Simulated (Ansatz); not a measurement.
A calculation with Ansatz (development build ahead of 0.2.0).

```yaml
crystal:
  periodic: [false, false, false]
  atoms:
    - { symbol: C, position_ang: [0.86662, 0.86264, 0.92566] }
    - { symbol: C, position_ang: [0.91481, -0.84632, -0.87787] }
    - { symbol: C, position_ang: [-0.89984, 0.92964, -0.86466] }
    - { symbol: C, position_ang: [-0.93229, -0.90094, 0.87181] }
    - { symbol: C, position_ang: [1.75457, -0.03483, -0.03261] }
    - { symbol: C, position_ang: [-1.78984, 0.0452, -0.00666] }
    - { symbol: C, position_ang: [0.00384, 1.81922, -0.00396] }
    - { symbol: C, position_ang: [0.02012, -1.74205, -0.03661] }
    - { symbol: C, position_ang: [0.04138, 0.01788, 1.74789] }
    - { symbol: C, position_ang: [0.00192, 0.02157, -1.81459] }
    - { symbol: H, position_ang: [1.48604, 1.5559, 1.53037] }
    - { symbol: H, position_ang: [1.54049, -1.54756, -1.4831] }
    - { symbol: H, position_ang: [-1.52604, 1.51263, -1.475] }
    - { symbol: H, position_ang: [-1.51252, -1.57183, 1.51603] }
    - { symbol: H, position_ang: [2.38806, -0.60841, 0.60249] }
    - { symbol: H, position_ang: [2.40405, 0.6315, -0.58288] }
    - { symbol: H, position_ang: [-2.38991, -0.59463, -0.63195] }
    - { symbol: H, position_ang: [-2.38867, 0.65291, 0.64192] }
    - { symbol: H, position_ang: [0.65362, 2.45878, -0.59777] }
    - { symbol: H, position_ang: [-0.67395, 2.44355, 0.62733] }
    - { symbol: H, position_ang: [0.67137, -2.4362, 0.64671] }
    - { symbol: H, position_ang: [-0.6612, -2.42789, -0.59049] }
    - { symbol: H, position_ang: [-0.62289, 0.67597, 2.43366] }
    - { symbol: H, position_ang: [0.59606, -0.60834, 2.39273] }
    - { symbol: H, position_ang: [-0.63293, -0.63401, -2.37914] }
    - { symbol: H, position_ang: [0.61599, 0.67395, -2.4167] }
basis:
  gaussian: { orbitals: def2-SVP }
hamiltonian:
  xc: hf
output:
  forces: true
```

The input is written out in the form of the current development build from the run's settings.

Results

* Converged: yes
* Total energy: -387.70944 hartree
* Spin squared of the determinant: 0.000
* Stability test: minimum among restricted orbitals

Forces (eV/Å):
```tsv
atom	Fx	Fy	Fz
C1	1.903	2.661	-3.141
C2	-1.653	-2.412	-3.029
C3	1.725	-1.349	-0.688
C4	2.380	1.301	0.123
C5	0.546	3.214	2.542
C6	1.149	-1.247	0.672
C7	-0.745	-1.156	1.459
C8	-0.755	-1.815	2.183
C9	-5.062	-0.431	1.890
C10	0.061	0.509	2.771
H11	0.030	-0.746	-0.155
H12	-0.323	0.730	0.111
H13	-0.902	1.081	-0.990
H14	-0.085	0.326	-0.156
H15	0.690	-0.843	0.443
H16	0.267	0.122	-0.456
H17	-0.759	0.072	-0.370
H18	-0.792	0.323	0.254
H19	-0.026	0.097	-0.048
H20	0.768	-0.122	-0.371
H21	-1.179	1.272	-1.295
H22	0.912	0.386	-0.267
H23	1.060	-1.075	-0.922
H24	0.907	-0.750	0.852
H25	-0.192	-0.169	-0.764
H26	0.075	0.021	-0.649
```

Caution: no unrestricted run beside it, a lower state can exist.
